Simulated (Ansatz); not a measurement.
Z-matrix (Å, degrees):
```
C
N 1 1.439
H 1 1.101 2 111.7
H 1 1.094 2 111.4 3 120.1
H 1 1.101 2 111.7 3 -119.8
C 2 1.439 1 113.2 3 59.9
In 2 2.003 1 122.6 3 -120.0
H 6 1.092 2 111.0 1 180.0
H 6 1.101 2 111.5 1 -59.8
H 6 1.101 2 111.5 1 59.8
C 7 2.129 2 129.6 1 -0.1
Br 7 2.490 2 110.1 1 179.9
H 11 1.090 7 109.0 2 112.8
H 11 1.090 7 109.0 2 -128.5
H 11 1.089 7 110.7 2 -7.8
```

The species carries charge 0 and has multiplicity 1. In takes the def2 core potential.

**Question.** List the PBE0/def2-TZVPP orbital energies in eV (Ansatz). (Estimate.)

**Answer.** The calculation gave: Occupied: -13149.27, -1704.17, -1534.71, -1534.67, -1534.66, -391.18, -278.75, -278.49, -278.47, -237.99, -178.32, -178.18, -178.16, -128.42, -84.90, -84.71, -84.57, -71.82, -71.78, -71.77, -71.65, -71.65, -25.02, -21.85, -21.68, -21.45, -21.42, -21.35, -20.16, -19.74, -19.23, -16.84, -13.35, -12.58, -12.46, -11.71, -11.66, -10.88, -10.82, -10.35, -8.75, -8.48, -8.02, -7.75, -6.16. Lowest empty: -0.87, -0.85, 0.58, 0.98, 1.57, 1.91, 2.22, 2.69.
